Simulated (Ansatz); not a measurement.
Consider the homolysis of the Al–Si bond: `[NH2][AlH][SiH2][SiH2]Cl` → `[NH2][AlH]`• + `[SiH2][SiH2]Cl`•.

Program: Ansatz. Geometries: PBE0-D4/def2-TZVP. ΔE: electronic, gas phase. CCSD(T)/CBS is the MP2 limit (def2-TZVPP, def2-QZVPP) plus CCSD(T) − MP2 in def2-TZVPP, frozen cores. DFT in def2-TZVPP. B3LYP here is the variant with VWN-RPA as its local correlation; programs differ in this. No spin–orbit coupling; open shells (•) take unrestricted orbitals. Each species was taken in one conformer, which may not be the lowest.

```csv
level,ΔE (kcal/mol),difference from CCSD(T)/CBS
r2SCAN-D4,69.2,-6.6
PBE0-D4,72.2,-3.6
B3LYP-D4,71.5,-4.3
ωB97X-V,76.7,0.9
ωB97M-V,76.3,0.5
PBE0,70.0,-5.8
B3LYP,67.8,-8.0
CCSD(T)/def2-TZVPP,73.4,-2.4
MP2/def2-QZVPP,74.1,-1.7
SCS-MP2/def2-QZVPP,74.8,-1.0
CCSD(T)/CBS,75.8,0
```

Largest T1 diagnostic among the species: 0.015.

In def2-TZVPP, CCSD(T) changes the Hartree–Fock value by +22.2 kcal/mol (the triples alone add +1.8 kcal/mol) and MP2 by +21.6 kcal/mol; breaking electron pairs costs correlation energy, which Hartree–Fock lacks. The D4 term adds +3.6 kcal/mol with B3LYP and +2.2 kcal/mol with PBE0; it sums over pairs of atoms, weighted by their polarisabilities, and B3LYP, whose exchange is more repulsive, gets the larger term.
